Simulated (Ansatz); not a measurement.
Ga13Sb11F6, 30 atoms. Hardware: 11 threads of AMD EPYC 7R13 on a shared host and a whole NVIDIA H100 80GB HBM3.

In the def2 sets Sb takes a core potential; there is no spin–orbit coupling. Correlated methods freeze 167 core orbitals; core or outer-core shells of Sb, Ga are correlated, in sets that lack core-valence functions. Single mean-field runs in def2-SVP, def2-TZVP are fitted with def2-universal-jkfit.

Task: How many basis functions does each of these Ansatz runs have, and roughly what does it cost? PBE-D4/def2-SVP, charge 1 doublet at the geometry of the charge 0 singlet, energy, from earlier orbitals; r2SCAN-D4/def2-SVP, charge 0 singlet, energy, from earlier orbitals; PBE0-D4/def2-SVP, charge 1 doublet at the geometry of the charge 0 singlet, energy; B97M-V/def2-SVP, charge 1 doublet at the geometry of the charge 0 singlet, energy, from earlier orbitals; MP2/def2-SVP, charge 0 singlet, energy, from earlier orbitals; PBE0-D4/def2-SVP, charge 0 triplet at the geometry of the charge 0 singlet, energy; PBE0-D4/def2-TZVP, charge 0 singlet, energy, from earlier orbitals; B97M-V/def2-SVP, charge 0 singlet, energy, from earlier orbitals; PBE-D4/def2-SVP, charge 0 singlet, energy and forces, from earlier orbitals; PBE0-D4/def2-SVP, charge -1 doublet at the geometry of the charge 0 singlet, energy; PBE0-D4/def2-SVP, charge 0 singlet, energy and forces, from earlier orbitals; PBE-D4/def2-SVP, charge 0 singlet, relaxation, 51 steps.

Result: Other jobs shared the machine, so times can vary by a factor of up to 3.

```json
{"run": "r2SCAN-D4/def2-SVP, charge 0 singlet, energy, from earlier orbitals", "functions": "786", "fitting or Cholesky vectors": "6318", "wall time": "6 s", "peak host memory (GiB)": "1.6"}
{"run": "PBE-D4/def2-SVP, charge 0 singlet, energy and forces, from earlier orbitals", "functions": "786", "fitting or Cholesky vectors": "6318", "wall time": "6 s", "peak host memory (GiB)": "1.7"}
{"run": "PBE-D4/def2-SVP, charge 1 doublet at the geometry of the charge 0 singlet, energy, from earlier orbitals", "functions": "786", "fitting or Cholesky vectors": "6318", "wall time": "6.5 s", "peak host memory (GiB)": "1.6"}
{"run": "B97M-V/def2-SVP, charge 0 singlet, energy, from earlier orbitals", "functions": "786", "fitting or Cholesky vectors": "6318", "wall time": "8 s", "peak host memory (GiB)": "1.8"}
{"run": "B97M-V/def2-SVP, charge 1 doublet at the geometry of the charge 0 singlet, energy, from earlier orbitals", "functions": "786", "fitting or Cholesky vectors": "6318", "wall time": "12 s", "peak host memory (GiB)": "2.8"}
{"run": "PBE0-D4/def2-SVP, charge 0 singlet, energy and forces, from earlier orbitals", "functions": "786", "fitting or Cholesky vectors": "6318", "wall time": "15 s", "peak host memory (GiB)": "10"}
{"run": "PBE0-D4/def2-SVP, charge 1 doublet at the geometry of the charge 0 singlet, energy", "functions": "786", "fitting or Cholesky vectors": "6318", "wall time": "19 s", "peak host memory (GiB)": "1.6"}
{"run": "PBE0-D4/def2-TZVP, charge 0 singlet, energy, from earlier orbitals", "functions": "1360", "fitting or Cholesky vectors": "6318", "wall time": "20 s", "peak host memory (GiB)": "1.8"}
{"run": "PBE0-D4/def2-SVP, charge 0 triplet at the geometry of the charge 0 singlet, energy", "functions": "786", "fitting or Cholesky vectors": "6318", "wall time": "20 s", "peak host memory (GiB)": "1.6"}
{"run": "PBE0-D4/def2-SVP, charge -1 doublet at the geometry of the charge 0 singlet, energy", "functions": "786", "fitting or Cholesky vectors": "6318", "wall time": "21 s", "peak host memory (GiB)": "1.6"}
{"run": "MP2/def2-SVP, charge 0 singlet, energy, from earlier orbitals", "functions": "786", "fitting or Cholesky vectors": "8581", "wall time": "22 s", "peak host memory (GiB)": "2.4"}
{"run": "PBE-D4/def2-SVP, charge 0 singlet, relaxation, 51 steps", "functions": "786", "fitting or Cholesky vectors": "6318", "wall time": "3.2 min", "peak host memory (GiB)": "1.7"}
```
